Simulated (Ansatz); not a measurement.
Geometry optimisation, Ansatz, UKS BHLYP-D4/def2-SVP.

input.yaml

```yaml
crystal:
  periodic: [false, false, false]
  atoms:
    - { symbol: H, position_ang: [-0.830048, -0.148225, 0.474832] }
    - { symbol: Si, position_ang: [0.278755, 0.091595, -0.408367] }
    - { symbol: F, position_ang: [-0.204163, 0.309118, -1.905525] }
    - { symbol: F, position_ang: [1.083289, 1.386149, 0.038363] }
    - { symbol: F, position_ang: [1.285397, -1.136966, -0.393913] }
    - { symbol: H, position_ang: [-1.613231, -0.501671, 2.194609] }
magnetization:
  spin_polarized: true
  initial_magnetization: 1
basis:
  gaussian: { orbitals: def2-SVP }
hamiltonian:
  xc: { name: BHLYP }
  dispersion: d4
relax:
  f_tol: 0.03
  max_steps: 50
```

Command:

```bash
$ ansatz run input.yaml --threads 2 --pin off --max-ram 3072MiB --backend cpu --events-out ev --progress --plain --runs-dir out
```

Q: Where does it end, and by what steps?

A: The run converged. The force dipped under the threshold on the way, but the program's further checks kept it going. After 6 steps the energy has fallen by 0.045 eV; H6 moved furthest, 0.70 Å.

```tsv
step	energy less start (eV)	largest force component (eV/Å)	accepted
0	0.0000	0.353	yes
1	-0.0137	0.106	yes
2	-0.0334	0.101	yes
3	-0.0422	0.020	yes
4	-0.0447	0.012	yes
5	-0.0453	0.007	yes
6	-0.0454	0.006	yes
```

```xyz
6
Properties=species:S:1:pos:R:3
H -0.675 -0.133 0.462
Si 0.386 0.116 -0.499
F -0.203 0.318 -1.959
F 1.204 1.422 -0.117
F 1.406 -1.101 -0.549
H -2.118 -0.622 2.661
```

Whether the end is a true minimum wasn't checked by a vibrational analysis.

The run took 4.4 s on 2 threads of AMD EPYC 9R45 96-Core Processor (Zen 5), on a shared host, peak memory 0.19 GiB.
